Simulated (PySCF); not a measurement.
H₈NPSi₂.
SMILES: `N[SiH2]P[SiH3]`

Torsions of this conformer, `[NH2:1][SiH2:2][PH:3][SiH3:4]`: N1–Si2–P3–Si4 -75°, H–N1–Si2–P3 81°, H–N1–Si2–P3 -63°.

The closed-shell ground state was solved at several levels (PySCF, density fitting, gas phase, non-relativistic). One conformer (not necessarily the lowest) at the PBE0-D3(BJ)/def2-SVP geometry, without solvent, vibrations or thermal averaging.

```json
{"level": "BLYP/pcSseg-2", "basis functions": "277", "HOMO (eV)": "-5.79", "LUMO (eV)": "-0.90", "gap (eV)": "4.89", "dipole (D)": "0.88"}
{"level": "OPBE/pcSseg-2", "basis functions": "277", "HOMO (eV)": "-5.92", "LUMO (eV)": "-0.83", "gap (eV)": "5.09", "dipole (D)": "0.96"}
{"level": "B97-D/pcSseg-2", "basis functions": "277", "HOMO (eV)": "-5.91", "LUMO (eV)": "-0.85", "gap (eV)": "5.06", "dipole (D)": "0.89"}
{"level": "KT2/pcSseg-2", "basis functions": "277", "HOMO (eV)": "-6.00", "LUMO (eV)": "-1.10", "gap (eV)": "4.90", "dipole (D)": "0.86"}
{"level": "HF/pcSseg-2", "basis functions": "277", "HOMO (eV)": "-9.59", "LUMO (eV)": "2.44", "gap (eV)": "12.03", "dipole (D)": "0.85"}
{"level": "PBE/pcSseg-2", "basis functions": "277", "HOMO (eV)": "-5.94", "LUMO (eV)": "-1.01", "gap (eV)": "4.93", "dipole (D)": "0.90"}
```

Q: Estimate the row for BP86/pcSseg-2, a basis of 277 functions; the other rows only guide the guess.

A: HOMO -6.03 eV, LUMO -1.00 eV, gap 5.03 eV, dipole 0.90 D.

Q: How far do the dipole and the HOMO energy spread over the levels?

A: The dipole runs from 0.85 to 0.96 D (mean 0.89 D) and the HOMO from -9.59 to -5.79 eV.
